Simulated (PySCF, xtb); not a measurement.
C₃H₇NSi. Atoms are numbered in the order given.

```xyz
12

N     -2.7453     0.9749     0.2263
C     -2.1168    -0.3084    -0.0232
C     -0.6504    -0.3041    -0.0460
C      0.5685    -0.2466    -0.0548
Si     2.3939    -0.1757    -0.0716
H     -2.4504     1.6464    -0.4804
H     -2.4246     1.3483     1.1179
H     -2.4564    -1.0296     0.7399
H     -2.4841    -0.7080    -0.9840
H      2.9101     0.0610     1.3091
H      2.9473    -1.4641    -0.5834
H      2.8528     0.9361    -0.9563
```
Charge 0, spin multiplicity 1.

The structure is a stationary point at PBE0-D3(BJ)/def2-SVP. The values are those of a single conformer.

These are C-PCM-M06-2X/def2-SVP (PySCF 2.14.0) values and carry that method's errors.

The values are the electrostatic part of the solvation free energy, E(continuum) − E(gas) at the gas-phase geometry, in a cavity of scaled van der Waals radii (PySCF's table); cavitation and dispersion terms are not included. In vacuum the orbital gap is 9.52 eV. The dipole moment in vacuum is 0.38 D.

Computed values in water (ε = 78.36), tetrahydrofuran (ε = 7.43), diethylether (ε = 4.24):
```
solvent              ε  ΔG(elec) (kcal/mol)  dipole (D)  gap (eV)
---------------  -----  -------------------  ----------  --------
water            78.36                 -4.9        0.46      9.54
tetrahydrofuran   7.43                 -4.2        0.44      9.54
diethylether      4.24                 -3.7        0.44      9.54
```

For comparison, GFN2-xTB/ALPB(water) (xtb, at the GFN2-xTB geometry, all terms of that model) gives -2.4 kcal/mol.
